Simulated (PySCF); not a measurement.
# What a mistake does to a calculation on AlH5NSi anion

All numbers below are calculated, not measured. They come from PySCF 2.14.0, an open-source quantum chemistry program, on an isolated molecule that a program drew, which may never have been made. The molecule is AlH5NSi anion (charge -1, singlet), drawn as the SMILES string `[AlH3-][N]=[SiH2]`.

Each row is a Hartree-Fock (HF) and frozen-core CCSD(T) single point in the aug-cc-pV(D+d)Z basis, meant for a local HF minimum. Run 1 is clean. Each other run has one planted mistake out of seven kinds, and not every kind appears here: one electron removed, one electron added, multiplicity raised by two, geometry at a saddle point, minimal basis STO-3G, one bond length entered in bohr, all coordinates scaled. The reference is restricted for singlets and unrestricted otherwise, and also for a bond in bohr. Adding or removing an electron swaps singlet and doublet. Electrons count all cores. HOMO and LUMO are orbital energies over both spins, the gradient is its largest component, and the lowest frequency (negative if imaginary) is given only where the gradient is small. Bond lengths are over the 7 bonds as drawn. T1 is the CCSD diagnostic: over 0.02 (restricted) or 0.045 (unrestricted) a single reference is doubtful.

Geometry of the clean run:
```xyz
8
AlH5NSi anion, angstrom
Al   -0.0413    0.6729   -0.5625
N     1.0606    1.7492    0.5239
Si    1.7139    1.6081    1.9358
H    -1.4520    1.4620   -0.8560
H    -0.3738   -0.7584    0.1997
H     0.7322    0.3575   -1.9771
H     2.5657    2.6547    2.5641
H     1.6333    0.4727    2.8973
```

```
run,electrons,basis functions,<S^2>,HOMO (eV),LUMO (eV),gradient (hartree/bohr),lowest frequency (cm^-1),mean bond (Å),longest bond (Å),T1,HF (hartree),CCSD(T) (hartree),mistake
1,40,132,0.000,-4.86,3.20,5.3e-06,99,1.6238,1.885,0.0178,-588.21663,-588.65979,no fault
2,40,132,0.000,-4.82,3.22,6.4e-02,-,1.7440,2.024,0.0201,-588.18422,-588.64268,all coordinates scaled
3,40,132,2.028,-1.85,3.28,1.2e-01,-,1.6238,1.885,0.0252,-588.15298,-588.55394,multiplicity raised by two
4,40,132,0.427,-1.98,3.09,1.9e-02,-,1.8326,3.105,0.0606,-588.13385,-588.57848,?
5,40,28,0.000,-0.69,13.48,4.6e-02,-,1.6238,1.885,0.0130,-581.04072,-581.24306,?
```

**Which mistake was planted in run 4, and what did it cost?**

The mean bond changes by a factor of 1.129 and the longest by 1.647, so the molecule wasn't scaled as a whole. A length L in bohr read as angstrom grows by (1/0.5292 - 1) L = 0.890 L. The 7 bonds together grew by 7 x 0.2088 = 1.462 Å, which gives L = 1.643 Å. That is the length of one of the Al-H bonds, 1.643 Å in the clean geometry. So the mistake is: one bond length entered in bohr. Subtracting run 1 and multiplying by 627.51 kcal/mol a hartree, the energy moved by 51.9 kcal/mol in HF and 51.0 kcal/mol in CCSD(T).

**Which mistake was planted in run 5, and what did it cost?**

It has 28 basis functions where the clean run has 132, with the same electrons and geometry. So the mistake is: minimal basis STO-3G. Subtracting run 1 and multiplying by 627.51 kcal/mol a hartree, the energy moved by 4503.0 kcal/mol in HF and 4654.1 kcal/mol in CCSD(T).

Cautions from the logs. Run 2: T1 is over the limit, so its CCSD(T) energy is less reliable; run 4: T1 is over the limit, so its CCSD(T) energy is less reliable.
